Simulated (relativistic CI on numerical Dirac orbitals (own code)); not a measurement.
Method of calculation: Dirac-Coulomb-Breit CI, separate exchange-only KLI orbitals for each configuration, QED by a radiative potential, unscaled Slater integrals (own radial code, finite nucleus).

The strongest absorption lines from the ground level of an ion, among the configurations computed and to levels below about 100 eV (vacuum wavelength in Å, gf): 124.99 (0.019), 126.86 (0.17), 162.27 (0.15), 295.25 (0.79), 303.41 (0.66), 358.07 (0.25), 478.34 (0.059), 556.05 (0.054).

Task: Which ion is it?
A. Sc5+
B. Sc7+
C. Sc9+
D. Mn11+

Result: B. Sc7+ has 14 electrons and the ground level 3s²3p² ³P0; the strongest line goes to 3s²3p3d ³D°1. The pattern of lines fixes the number of electrons, and along that sequence the line energies rise steadily with the charge (about as its square where n changes within one kind of shell, about linearly where n is kept but much faster in heavy ions where fine structure, which grows about as Z⁴, sets the gap, and irregularly where shells cross), which fixes Z. Configurations outside the model, such as inner-shell arrays, can give stronger lines. At this charge configurations can still be misplaced by up to about 7 % of their energy. 24 of the 25 excited levels that our extract of the measured tables holds in this range could be paired (the sources list more); they are missed by 6043 cm⁻¹ on average and 12260 at most, and levels without a partner can miss by more.

LS names give the leading component of a level, which can be under half, so a name can repeat, a term be missing and a line seem to break the LS rules.
